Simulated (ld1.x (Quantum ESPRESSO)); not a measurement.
# Transferability test, TM potential for Mn

Mn, norm-conserving Troullier–Martins (Kleinman–Bylander form), made with ld1.x (Quantum ESPRESSO) 7.5 (PW91, scalar-relativistic). Core [Ne], reference 3s2 3p6 3d5 4s2 4p0. Waves: 3s (bound): rc 0.75 bohr; 3p (bound): rc 1.45 bohr; 3d (bound): rc 1.00 bohr. Local part: the d channel. Core correction: none.

Occupied shells without a wave of their own: 4s. They enter only through the test configuration that unscreens the potential.

Energies are relative to the spin-unpolarised reference configuration 3s2 3p6 3d5 4s2 4p0; without spin polarisation the order of configurations can differ from experiment.

(1) Give the all-electron excitation energy and the error of the potential for: 3s2 3p6 3d5 4s1 4p0; 3s2 3p6 3d5 4s0 4p0; 3s2 3p6 3d4 4s0 4p0; 3s1 3p6 3d5 4s2 4p0; 3s2 3p6 3d5 4s1 4p1; 3s2 3p6 3d4 4s2 4p1; 3s2 3p6 3d5.5 4s1.5 4p0.

Levels in the configuration 3s2 3p6 3d5 4s1 4p0:

```json
{"level": "3s", "all-electron (eV)": "-94.122", "pseudo (eV)": "-94.285"}
{"level": "3p", "all-electron (eV)": "-62.894", "pseudo (eV)": "-63.052"}
{"level": "3d", "all-electron (eV)": "-14.997", "pseudo (eV)": "-15.147"}
{"level": "4s", "all-electron (eV)": "-11.935", "pseudo (eV)": "-12.249"}
```

Answers

(1)

```
  valence configuration  charge  ΔE all-electron (eV)  error AE − PS (meV)
    3s2 3p6 3d5 4s1 4p0      +1                 8.475                 -247
    3s2 3p6 3d5 4s0 4p0      +2                24.116                 -648
    3s2 3p6 3d4 4s0 4p0      +3                56.736                -1058
    3s1 3p6 3d5 4s2 4p0      +1                93.517                  +74
    3s2 3p6 3d5 4s1 4p1       0                 3.877                 -198
    3s2 3p6 3d4 4s2 4p1       0                 7.839                  +59
3s2 3p6 3d5.5 4s1.5 4p0       0                -0.491                  -71
```

ld1.x printed “convergence not achieved” for 7 of the counted tests; their residual had stalled under 1e-8, short of the target of 1e-14. The 4s level has no wave, so the channel is fitted at the deeper level alone: the likely source of the large errors.
